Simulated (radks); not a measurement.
Values are calculated unless marked as measured or tabulated.
The samarium ion Sm5+, 57 electrons, occupied as [Xe] 4f2 6s1 (not the ground configuration).

Level of theory: scalar-relativistic Kohn-Sham, PBEsol, spin-polarised, spherical densities, finite nucleus; open shells are filled with parallel spins first (spin-orbit coupling, left out, can overturn this in heavy ions); Fermi nuclear charge, rms radius 5.0819 fm (a radial shooting solver on a logarithmic mesh with Libxc functionals).

Energy parts (Ry):
| part | energy |
|---|---|
| total | -20832.3686 |
| kinetic | 22266.7363 |
| electron-nucleus | -50354.3778 |
| Hartree | 7711.3318 |
| exchange-correlation | -456.0588 |

Orbitals (lengths in bohr, moments of r in powers of bohr):
orbital  occ.  eigenvalue (Ry)      <r^2>
1s up       1        -3435.379  0.0007053
1s down     1        -3435.376  0.0007053
2s up       1        -567.0889    0.01112
2s down     1        -567.0857    0.01112
2p up       3        -506.6699   0.008925
2p down     3        -506.6674   0.008925
3s up       1        -129.8424    0.07438
3s down     1        -129.7737    0.07433
3p up       3        -110.9538    0.07447
3p down     3        -110.8855    0.07440
3d up       5        -85.33012    0.06287
3d down     5        -85.27692    0.06279
4s up       1        -31.17132     0.3713
4s down     1        -31.01552     0.3713
4p up       3        -24.88692     0.4156
4p down     3        -24.73270     0.4157
4d up       5        -16.05188     0.4906
4d down     5        -15.89990     0.4914
5s up       1         -8.26884      1.826
5s down     1         -8.18965      1.834
5p up       3         -6.47471      2.272
5p down     3         -6.40590      2.274
4f up       2         -6.40270     0.7101
4f down     0         -6.25735     0.7190
6s up       1         -3.28826      7.662
6s down     0         -3.17620      7.621

The highest occupied level is 6s up at -44.739 eV. The configuration is held as typed, so some empty levels lie below it. The electron density at the nucleus is 5.562e+05 e/bohr^3 (large components only). Spin moment in Bohr magnetons: 3. Summed over all electrons, <r^2> = 35.83 bohr^2, which gives a Langevin (diamagnetic) susceptibility term of -28.4 x 10^-6 cm^3/mol. The spin density at the nucleus is 80.09 e/bohr^3 (1s 0.29, 2s -0.26, 3s -5.13, 4s 0.99, 5s 3.98, 6s 80.22). The density falls to 0.001 e/bohr^3 at r = 3.73 bohr.
